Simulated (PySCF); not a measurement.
C2H3Cl2FSi, SMILES C=C(Cl)[Si@@H](F)Cl.

Geometry: PBE-D3(BJ)/def2-SVP. The structure was generated by enumeration; whether it is a known compound was not checked. One conformer was computed; it need not be the lowest.

Calculation: PBE-D3(BJ)/def2-SVP in PySCF.

Frequencies are harmonic and unscaled.

### Question
List the normal modes with their intensities. (An estimate is asked for; the answer gives what the named calculation found.)

### Answer

```tsv
mode	ν (cm⁻¹)	IR (km/mol)	moving atoms (share of kinetic energy)
1	50	0.9	Cl 44 %, C 29 %, F 15 %, H 9 %
2	99	0.3	Cl 67 %, F 13 %, C 12 %
3	162	6.4	C 38 %, Cl 17 %, Si 16 %, F 15 %, H 14 %
4	222	3.5	F 56 %, Cl 29 %
5	271	5.2	F 35 %, Si 28 %, Cl 23 %, C 10 %
6	335	5.4	C 36 %, H 23 %, Cl 19 %, Si 17 %
7	419	22.0	C 64 %, Cl 14 %, H 12 %
8	536	53.2	Si 36 %, Cl 31 %, C 25 %
9	587	69.2	Si 39 %, Cl 28 %, C 24 %
10	692	5.3	H 93 %
11	758	44.5	H 68 %, C 25 %
12	786	22.0	H 67 %, F 15 %, C 11 %
13	806	196.4	H 71 %, Si 15 %, C 12 %
14	886	137.5	Si 44 %, F 43 %, H 11 %
15	893	38.2	H 72 %, C 27 %
16	1073	21.9	C 59 %, H 38 %
17	1331	15.2	H 87 %, C 13 %
18	1614	21.7	C 91 %, H 9 %
19	2234	86.6	H 97 %
20	3075	0.7	H 95 %
21	3182	0.4	H 89 %, C 11 %
```
